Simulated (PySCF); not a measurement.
A homologous series of growing length: n-germane amino/formyl. Gas-phase values, no solvent. One relaxed conformer stands for each flexible species; it need not be the lowest. Strings in code marks are SMILES.

The HOMO–LUMO gap from two functionals at the same geometries (PBE0-D4/def2-SVP), both in PySCF: PBE-D3(BJ)/def2-TZVP and B3LYP-D3(BJ)/def2-TZVP. B3LYP has the VWN-RPA correlation part, as in Gaussian. 

```
species                                                    PBE-D3(BJ)/def2-TZVP (eV)
---------------------------------------------------------  -------------------------
n = 1 (`O=[CH][GeH2][NH2]`)                                                     2.78
n = 2 (`[NH2][GeH2][GeH2][CH]=O`)                                               2.89
n = 3 (`[NH2][GeH2][GeH2][GeH2][CH]=O`)                                         2.88
n = 4 (`[GeH2]([GeH2][NH2])[GeH2][GeH2][CH]=O`)                                 2.75
n = 5 (`O=[CH][GeH2][GeH2][GeH2][GeH2][GeH2][NH2]`)                             2.75
n = 6 (`[NH2][GeH2][GeH2][GeH2][GeH2][GeH2][GeH2][CH]=O`)                       2.75
```

Problem. What does B3LYP-D3(BJ)/def2-TZVP give for each?

Solution. 
- n = 1 (`O=[CH][GeH2][NH2]`): 4.87
- n = 2 (`[NH2][GeH2][GeH2][CH]=O`): 4.90
- n = 3 (`[NH2][GeH2][GeH2][GeH2][CH]=O`): 4.84
- n = 4 (`[GeH2]([GeH2][NH2])[GeH2][GeH2][CH]=O`): 4.58
- n = 5 (`O=[CH][GeH2][GeH2][GeH2][GeH2][GeH2][NH2]`): 4.55
- n = 6 (`[NH2][GeH2][GeH2][GeH2][GeH2][GeH2][GeH2][CH]=O`): 4.51
Over these rows, drawn at random from the members with no instability flagged (it was tested for open shells, ions and some series alone), PBE minus B3LYP-D3(BJ): mean -1.91 eV, from -2.09 eV to -1.76 eV.
